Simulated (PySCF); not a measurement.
**[Pm(H2O)2]3+ at several levels of theory**

Computed with PySCF 2.14.0 (density fitting, no spin-orbit coupling) at the geometry relaxed with PBE0:

```xyz
7
[Pm(H2O)2]3+ (singlet in the valence; each metal's 4f electrons, 4 of them, lie in its core potential, out of spins and levels)
Pm   -0.1604    1.1212    0.0059
O     0.0771   -0.1764    1.8704
H     0.5164    0.0606    2.7288
H    -0.2563   -1.0945    2.0454
O    -0.0237   -0.1690   -1.8729
H     0.3801   -1.0678   -1.9877
H    -0.3380    0.0469   -2.7899
```

| level | basis | state | HOMO (eV) | gap (eV) | charge on Pm1 (e) | population of f-type functions on Pm1 (polarisation alone where 4f lies in the core) | dipole about the centre of mass (D) | largest force component (eV/Å) |
| --- | --- | --- | --- | --- | --- | --- | --- | --- |
| PBE0 | Pm lcecp-1-SVP with ECP50, O def2-SVP, H def2-SVP | singlet | -26.24 | 7.81 | 2.26 | 0.04 | 2.76 | 0.02 |
| PBE | the same | singlet | -24.49 | 5.10 | 2.16 | 0.04 | 3.09 | 0.46 |
| HF | the same | singlet | -30.82 | 15.97 | 2.48 | 0.04 | 2.12 | 1.35 |

In the lcecp rows the 4f levels are missing from HOMO and gap, and the state counts the valence alone.

Charges are Mulliken's, which hang on the basis. The relaxation used the grid (50, 194), these runs (75, 302) or, all-electron (x2c bases, spin-free X2C Hamiltonian), (99, 590).

Q: What does PBE0 with Pm lcecp-1-TZVP with ECP50, O def2-TZVP, H def2-TZVP give here?

A: state singlet, HOMO (eV) -26.23, gap (eV) 7.90, charge on Pm1 (e) 2.41, population of f-type functions on Pm1 (polarisation alone where 4f lies in the core) 0.05, dipole about the centre of mass (D) 2.79, largest force component (eV/Å) 0.26. Time: 9.4 s on 2 threads of Arm Neoverse V1 (shared host), from free ions and atoms.

In the first row's basis the gap widens with exact exchange: 5.1 eV for PBE (none); 7.8 eV for PBE0 (a fixed share); 16.0 eV for Hartree–Fock (rising or full at long range).

An lcecp potential fixes the number of 4f electrons, so in runs with it no electron can move into or out of that shell.
